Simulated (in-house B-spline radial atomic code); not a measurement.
Radial electron density of the iron ion Fe⁺, [Ar] 3d6 4s1. All numbers are computed (scalar-relativistic (X2C) TPSSh, spin-polarised, spherical fractional occupations, exact exchange averaged over the configuration; Fermi nucleus of rms radius 3.7377 fm) with a B-spline radial code for spherical atoms, not measured.

One-electron X2C: radii and densities carry no picture-change correction, so inner-shell <1/r> comes out high (for 1s by about 2 % at Z = 33, 5 % at 54, 10 % at 75, 30 % at 118) and <r> low.

Columns: r (bohr), 4πr²n(r) (electrons per bohr), bar.

```
 0.00209   0.7667 #
 0.00255    1.089 #
 0.00312    1.547 ##
 0.00381    2.176 ###
 0.00465    3.038 ####
 0.00568     4.21 #####
 0.00694    5.771 #######
 0.00848    7.807 ##########
  0.0104    10.44 #############
  0.0126    13.45 #################
  0.0155    17.24 ######################
  0.0189    21.21 ###########################
   0.023    25.12 ################################
  0.0282    28.62 #####################################
  0.0344    30.85 #######################################
   0.042    31.38 ########################################
  0.0513    30.05 ######################################
  0.0627    27.45 ###################################
  0.0765    24.99 ################################
  0.0935    24.35 ###############################
   0.114    26.54 ##################################
   0.139    30.78 #######################################
    0.17    34.44 ############################################
   0.208    34.15 ############################################
   0.254    28.74 #####################################
    0.31    20.67 ##########################
   0.379     14.4 ##################
   0.463    13.04 #################
   0.565    15.19 ###################
   0.691    16.76 #####################
   0.844    15.04 ###################
    1.03    10.88 ##############
    1.26    6.502 ########
    1.54    3.477 ####
    1.88    1.876 ##
    2.29    1.092 #
     2.8   0.6246 #
    3.42   0.3067 
    4.18   0.1169 
     5.1   0.0329 
    6.23 0.006046 
    7.61 0.0006497 
     9.3 3.719e-05
```

On this grid the curve has 3 maxima, near 0.042, 0.17, 0.691 bohr.

The 4s up radial function P(r) = rR(r), positive near the nucleus:

```tsv
r (bohr)	P
0.000769	0.008025
0.00115	0.01158
0.00171	0.01656
0.00255	0.02359
0.00381	0.03331
0.00568	0.04623
0.00848	0.06268
0.0126	0.08146
0.0189	0.09983
0.0282	0.109
0.042	0.09545
0.0627	0.04205
0.0935	-0.05549
0.139	-0.1596
0.208	-0.1764
0.31	-0.01686
0.463	0.2369
0.691	0.2878
1.03	-0.03464
1.54	-0.4925
2.29	-0.6853
3.42	-0.4836
5.1	-0.1731
7.61	-0.02507
```
